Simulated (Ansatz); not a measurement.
C2H8B2 can be A, `CBBC`, or B, `BBCC`.

Gas-phase electronic energies from Ansatz, PBE0-D4/def2-TZVP geometries. CBS: MP2 limit from def2 TZ/QZ plus the TZ coupled-cluster correction, frozen cores. DFT in def2-TZVPP. B3LYP here is the variant with VWN-RPA as its local correlation; programs differ in this. Each species was taken in one conformer, which may not be the lowest.

Question: Which is lower in electronic energy at CCSD(T)/CBS, and by how much? (Best estimate.)

Answer: The calculation gave: A, by 12.7 kcal/mol.

Question: Give E(B) − E(A) in kcal/mol with HF/def2-TZVPP, PBE-D4, B3LYP-D4, CCSD/def2-TZVPP, BLYP-D4, CCSD(T)/def2-TZVPP, B3LYP. (Estimate.)

Answer: Computed: HF/def2-TZVPP 11.7, PBE-D4 13.5, B3LYP-D4 13.0, CCSD/def2-TZVPP 12.3, BLYP-D4 13.0, CCSD(T)/def2-TZVPP 12.4, B3LYP 13.4. None reverses the order clearly.

Question: Does the order hold for the free energy at 298.15 K (harmonic terms from PBE0-D4)? (Estimate.)

Answer: Ansatz gave: Yes: G(B) − G(A) = +12.6 kcal/mol, for one conformer each. Modes under 60 cm⁻¹, often nearly free rotors, make the harmonic entropy too high.

Largest T1 diagnostic: 0.011.

Leaving LDA and LC-ωPBE aside and taking each functional with its dispersion term where it has one, the values, not all of them listed here, spread over 1.5 kcal/mol, from ωB97X-V to B97M-V. At CCSD(T), def2-SVP lies −1.0 kcal/mol from the extrapolated value and def2-TZVPP −0.3 kcal/mol.
